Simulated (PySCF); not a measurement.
Gas-phase reaction: GeO + 2 Cl = GeCl₂ + O

Method: PySCF energies (xtb for GFN2) plus ideal-gas RRHO corrections (1 bar). † marks an energy on the PBE0/def2-TZVP geometry and frequencies; other levels use their own. MP2 and CCSD(T) freeze the core. Open shells (unrestricted): Cl (multiplicity 2), O (multiplicity 3); the rest are closed-shell singlets. GFN2 has no spin-polarisation term. Spin-orbit splitting is ignored; it lowers the true energy and changes the entropy of Cl, O. Ge: all electrons, no relativistic terms. MP2 isn't extrapolated to the basis-set limit. CCSD(T) isn't extrapolated to the basis-set limit. Warning, large T1 diagnostic: GeO (CCSD(T)/def2-TZVPP†).

```tsv
level	ΔH°(298 K), kJ
CCSD(T)/def2-TZVPP†	?
GFN2-xTB	?
M06-2X/def2-TZVP†	-168
MP2/def2-TZVPP†	?
PBE/def2-TZVP†	-130
PBE0/def2-QZVP†	-164
PBE0/def2-TZVP	?
LDA/def2-TZVP†	-140
ωB97M-V/def2-TZVP†	-158
ωB97X-V/def2-TZVP†	-152
```

**Question.** Complete the blanks.

**Answer.** 
- CCSD(T)/def2-TZVPP†, ΔH°(298 K), kJ: -125
- GFN2-xTB, ΔH°(298 K), kJ: 198
- MP2/def2-TZVPP†, ΔH°(298 K), kJ: -105
- PBE0/def2-TZVP, ΔH°(298 K), kJ: -169
